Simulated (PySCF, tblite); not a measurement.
Species: C3H7BF2OSi.
SMILES with atom numbers: `[F:1][B:2]([F:3])[C@H:4]1[CH2:5][O:6][SiH2:7][CH2:8]1` (hydrogens: H9 on C4; H10, H11 on C5; H12, H13 on Si7; H14, H15 on C8)

Geometry (PBE0-D3(BJ)/def2-SVP, Å), atoms numbered from 1 in this order:
```
atom  x, y, z in Å
F1     3.169    0.589    1.443
B2     2.365   -0.143    0.693
F3     2.807   -1.343    0.355
C4     0.937    0.342    0.298
C5     0.410   -0.165   -1.048
O6    -0.997   -0.031   -1.078
Si7   -1.682   -0.095    0.455
C8    -0.041   -0.178    1.394
H9     0.903    1.444    0.308
H10    0.693   -1.224   -1.196
H11    0.838    0.410   -1.885
H12   -2.491    1.130    0.721
H13   -2.543   -1.301    0.634
H14    0.175   -1.227    1.662
H15    0.009    0.419    2.315
```

Jobs on this species (15 atoms, 70 electrons) with PySCF (density fitting) and tblite. Hardware of each: an Arm Neoverse N1 with one thread (shared host). Other jobs ran on the host; a repeat could differ by tens of per cent or more.

Question: Rank these jobs by wall time, shortest first.
A. PBE0/pcSseg-1; shieldings, ring-centre shieldings, charges and field gradients; 178 basis functions
B. wB97X-D/def2-SVPD, IEF-PCM chloroform; 6 singlets by full TDDFT, polarisability; 229 basis functions
C. wB97X-D/def2-SVPD; 10 singlets by full TDDFT, 4 Tamm–Dancoff triplets, polarisability, dynamic polarisability, ΔSCF ions; 229 basis functions
D. GFN2-xTB; L-BFGS relaxation
E. PBE0-D3(BJ)/def2-SVP, grid level 1; geometry optimisation from a GFN2-xTB start shaken at random; 151 basis functions

Answer: D (1.2 s), A (43 s), B (79 s), E (2.5 min), C (8.9 min).

All jobs:

| level and settings | work | basis functions | SCF cycles | wall time |
| --- | --- | --- | --- | --- |
| GFN2-xTB | Hessian by finite differences | – | – | 0.79 s |
| GFN2-xTB | L-BFGS relaxation | – | – | 1.2 s |
| PBE0/pcSseg-1, IEF-PCM water | shieldings, ring-centre shieldings | 178 | 12 | 38 s |
| PBE0/pcSseg-1 | shieldings, ring-centre shieldings, charges and field gradients | 178 | 12 | 43 s |
| PBE0/pcSseg-1, IEF-PCM chloroform | shieldings, ring-centre shieldings, charges and field gradients | 178 | 12 | 44 s |
| CAM-B3LYP/pcSseg-1 | shieldings, ring-centre shieldings | 178 | 13 | 53 s |
| wB97X-D/def2-SVPD, IEF-PCM chloroform | 6 singlets by full TDDFT, polarisability | 229 | 14 | 79 s |
| PBE0-D3(BJ)/def2-SVP, grid level 1 | geometry optimisation from a GFN2-xTB start shaken at random | 151 | 57 | 2.5 min |
| wB97X-D/def2-SVPD | 10 singlets by full TDDFT, 4 Tamm–Dancoff triplets, polarisability, dynamic polarisability, ΔSCF ions | 229 | 14 | 8.9 min |

What do all jobs in the table cost together?

About 16 min; the longest takes about 57 % of that, and about 680 times as long as the shortest.
